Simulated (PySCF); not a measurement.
I2Zn (SMILES [I][Zn][I]), singlet, at a GFN2-xTB geometry (such geometries of metal compounds can be far from the true shape) (core potentials on I); B3LYP/def2-SVP (PySCF).

The PySCF input:
```python
from pyscf import gto, scf, dft

mol = gto.Mole()
mol.atom = '''
    Zn    0.000000    0.000000    0.000000
    I    -0.000000   -0.000000   -2.446231
    I     0.000000    0.000000    2.446231
'''
mol.basis = 'def2-svp'
mol.ecp = {'I': 'def2-svp'}
mol.charge = 0
mol.spin = 0
mol.verbose = 4
mol.build()

mf = dft.RKS(mol)
mf.xc = 'b3lyp'
mf.kernel()
mf.analyze()
```

Output, abridged:

```
PySCF version 2.14.0

[INPUT] verbose = 4
[INPUT] num. atoms = 3
[INPUT] num. electrons = 80
[INPUT] charge = 0
[INPUT] spin (= nelec alpha-beta = 2S) = 0
[INPUT] symmetry False subgroup None
[INPUT] Mole.unit = angstrom
[INPUT] Symbol           X                Y                Z      unit          X                Y                Z       unit  Magmom
[INPUT]  1 Zn     0.000000000000   0.000000000000   0.000000000000 AA    0.000000000000   0.000000000000   0.000000000000 Bohr   0.0
[INPUT]  2 I      0.000000000000   0.000000000000  -2.446231000000 AA    0.000000000000   0.000000000000  -4.622706627421 Bohr   0.0
[INPUT]  3 I      0.000000000000   0.000000000000   2.446231000000 AA    0.000000000000   0.000000000000   4.622706627421 Bohr   0.0

nuclear repulsion = 392.086313513523
number of shells = 31
number of NR pGTOs = 195
number of NR cGTOs = 83
basis = def2-svp
ecp = {'I': 'def2-svp'}

******** <class 'pyscf.dft.rks.RKS'> ********
method = RKS
initial guess = minao
damping factor = 0
level_shift factor = 0
DIIS = <class 'pyscf.scf.diis.CDIIS'>
diis_start_cycle = 1
diis_space = 8
diis_damp = 0
SCF conv_tol = 1e-09
SCF conv_tol_grad = None
SCF max_cycles = 50
direct_scf = True
direct_scf_tol = 1e-13
XC library pyscf.dft.libxc version 7.1.2
    S. Lehtola, C. Steigemann, M. J. T. Oliveira, and M. A. L. Marques,  SoftwareX 7, 1–5 (2018)
XC functionals = b3lyp
    P. J. Stephens, F. J. Devlin, C. F. Chabalowski, and M. J. Frisch,  J. Phys. Chem. 98, 11623 (1994)
radial grids:
    Treutler-Ahlrichs [JCP 102, 346 (1995); DOI:10.1063/1.469408] (M4) radial grids

becke partition: Becke, JCP 88, 2547 (1988); DOI:10.1063/1.454033
pruning grids: <function nwchem_prune>
grids dens level: 3
symmetrized grids: False
atomic radii adjust function: <function treutler_atomic_radii_adjust>
small_rho_cutoff = 0
Set gradient conv threshold to 3.16228e-05
Initial guess from minao.
tot grids = 64560
init E= -2312.19190453522
  HOMO = -1.1488584078948  LUMO = -0.89967158152362  gap/eV = 6.78072
cycle= 1 E= -2371.89455577487  delta_E= -59.7  |g|= 4.14  |ddm|= 11.8
  HOMO = -0.00418468834972506  LUMO = 0.0240444276637124  gap/eV = 0.76815
cycle= 2 E= -2370.55836154195  delta_E= 1.34  |g|= 3.95  |ddm|= 11.3
  HOMO = -0.0889308880877922  LUMO = 0.0363616331306034  gap/eV = 3.40938
cycle= 3 E= -2374.30075506035  delta_E= -3.74  |g|= 1.55  |ddm|= 6.95
  HOMO = -0.289571539777364  LUMO = -0.095960657520628  gap/eV = 5.26842
cycle= 4 E= -2374.84828435486  delta_E= -0.548  |g|= 0.533  |ddm|= 1.94
  HOMO = -0.265016479629228  LUMO = -0.0915262972552568  gap/eV = 4.72091
cycle= 5 E= -2374.87552322931  delta_E= -0.0272  |g|= 0.195  |ddm|= 0.619
  HOMO = -0.269689059074825  LUMO = -0.0800229257231777  gap/eV = 5.16108
cycle= 6 E= -2374.88974517458  delta_E= -0.0142  |g|= 0.0315  |ddm|= 0.351
  HOMO = -0.27263788778647  LUMO = -0.0815653056259151  gap/eV = 5.19935
cycle= 7 E= -2374.89006736007  delta_E= -0.000322  |g|= 0.00389  |ddm|= 0.0461
  HOMO = -0.27197308583483  LUMO = -0.0809268940286643  gap/eV = 5.19863
cycle= 8 E= -2374.89007128788  delta_E= -3.93e-06  |g|= 0.000613  |ddm|= 0.00692
  HOMO = -0.272031109406604  LUMO = -0.0810359714262461  gap/eV = 5.19724
cycle= 9 E= -2374.89007140279  delta_E= -1.15e-07  |g|= 3.04e-05  |ddm|= 0.00123
  HOMO = -0.272029726752354  LUMO = -0.0810296523934326  gap/eV = 5.19738
cycle= 10 E= -2374.8900714033  delta_E= -5.11e-10  |g|= 5.37e-06  |ddm|= 8.32e-05
  HOMO = -0.272028931621684  LUMO = -0.0810297474761015  gap/eV = 5.19735
Extra cycle  E= -2374.8900714033  delta_E= 1.82e-12  |g|= 8.2e-06  |ddm|= 2.09e-05
converged SCF energy = -2374.8900714033
**** SCF Summaries ****
Total Energy =                       -2374.890071403299771
Nuclear Repulsion Energy =             392.086313513523464
One-electron Energy =                -4299.925590100788213
Two-electron Energy =                 1532.949205183964978
Two-electron Coulomb Energy =         1648.852946289101965
DFT Exchange-Correlation Energy =     -115.903741105137058
HOMO-LUMO gap [eV] =                     5.197352529290507
**** MO energy ****
MO #1   energy= -347.338802951341  occ= 2
MO #2   energy= -42.2966711744031  occ= 2
MO #3   energy= -37.2896601723097  occ= 2
MO #4   energy= -37.2896601723096  occ= 2
MO #5   energy= -37.288778269084   occ= 2
MO #6   energy= -6.84275421332401  occ= 2
MO #7   energy= -6.84275403801368  occ= 2
MO #8   energy= -4.88667655513997  occ= 2
MO #9   energy= -4.86635249839621  occ= 2
MO #10  energy= -4.8663504469717   occ= 2
MO #11  energy= -4.85660511747117  occ= 2
MO #12  energy= -4.85660511747116  occ= 2
MO #13  energy= -4.8566049938253   occ= 2
MO #14  energy= -4.85660499382525  occ= 2
MO #15  energy= -3.27924419215993  occ= 2
MO #16  energy= -3.27879290196221  occ= 2
MO #17  energy= -3.27879290196213  occ= 2
MO #18  energy= -1.91476874424808  occ= 2
MO #19  energy= -1.91474904764077  occ= 2
MO #20  energy= -1.91137649249818  occ= 2
MO #21  energy= -1.91137649249817  occ= 2
MO #22  energy= -1.9113723402115   occ= 2
MO #23  energy= -1.91137234021139  occ= 2
MO #24  energy= -1.90301639356625  occ= 2
MO #25  energy= -1.90301546093292  occ= 2
MO #26  energy= -1.90301447146629  occ= 2
MO #27  energy= -1.90301353883095  occ= 2
MO #28  energy= -0.702640444611767 occ= 2
MO #29  energy= -0.69119496268837  occ= 2
MO #30  energy= -0.557260120811975 occ= 2
MO #31  energy= -0.557260120811914 occ= 2
MO #32  energy= -0.554870479742175 occ= 2
MO #33  energy= -0.553921895670695 occ= 2
MO #34  energy= -0.553917923582766 occ= 2
MO #35  energy= -0.36982196315764  occ= 2
MO #36  energy= -0.319710616585171 occ= 2
MO #37  energy= -0.283656166642301 occ= 2
MO #38  energy= -0.283656166642285 occ= 2
MO #39  energy= -0.272028931621717 occ= 2
MO #40  energy= -0.272028931621684 occ= 2
MO #41  energy= -0.0810297474761015 occ= 0
MO #42  energy= 0.00417515888554309 occ= 0
MO #43  energy= 0.00417515888563946 occ= 0
MO #44  energy= 0.0478716412019711 occ= 0
MO #45  energy= 0.153480057843481  occ= 0
MO #46  energy= 0.260428717894349  occ= 0
MO #47  energy= 0.320961141591781  occ= 0
MO #48  energy= 0.389973481556374  occ= 0
Dipole moment(X, Y, Z, Debye): -0.00000, -0.00000, -0.00000
```
